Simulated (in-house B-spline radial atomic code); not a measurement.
Rb⁷⁺. Computed with a B-spline radial atomic code. Model: all-electron spherical atom, spin shells full or empty, radial basis limit, no spin-orbit coupling, Breit or QED, empty-state partial waves extrapolated as (l+1/2)^-4, RPA, G0W0 and static COHSEX of the highest shell as one setting changes (uncorrelated shells keep exact exchange).

Empty levels are discrete states of a finite basis, so the steps are uneven.

Given: element Rb; charge 7; filled core Ar; hamiltonian one-electron scalar X2C; mean-field start PBE; highest l of empty states 9; nuclear rms radius 4.2036 fm; lowest nl shells left uncorrelated 0; highest mean-field shell 4s; box radius 8.41 bohr.

Shell: 3d 5 5, 4s 1 1 (electrons up and down).

| highest empty level kept (hartree) | RPA correlation energy (hartree) | G0W0 level (eV) | G0W0 minus most complete (meV) | COHSEX level (eV) | linearised minus solved G0W0 (meV) |
| --- | --- | --- | --- | --- | --- |
| 21.33 | -0.90672 | -133.31 | 254.5 | -135.46 | 31.3 |
| 42.67 | -1.2115 | -133.4 | 159.4 | -135.7 | 32 |
| 74.67 | -1.4605 | -133.46 | 103.1 | -135.86 | 32.3 |
| 128 | -1.7259 | -133.5 | 61.4 | -136 | 32.6 |
| 213.33 | -1.8589 | -133.52 | 39.5 | -136.08 | 32.8 |
| 384 | -2.0681 | -133.54 | 19 | -136.14 | 32.9 |
| 640 | -2.1593 | -133.55 | 10.7 | -136.16 | 33 |
| 1280 | -2.2231 | -133.56 | 6.3 | -136.18 | 33 |
| 2560 | ? | ? | ? | ? | ? |
| 5333.3 | ? | ? | ? | ? | ? |
| 12800 | -2.3273 | -133.56 | 0.2 | -136.2 | 33.1 |
| 42667 | -2.3314 | -133.56 | 0 | -136.2 | 33.1 |

Problem. What follows for highest empty level kept = 5333.3?

Solution. RPA correlation energy -2.3136 hartree; G0W0 level -133.56 eV; G0W0 minus most complete 1.1 meV; COHSEX level -136.19 eV; linearised minus solved G0W0 33.1 meV.

Problem. What follows for highest empty level kept = 2560?

Solution. RPA correlation energy -2.2826 hartree; G0W0 level -133.56 eV; G0W0 minus most complete 2.9 meV; COHSEX level -136.19 eV; linearised minus solved G0W0 33.1 meV.
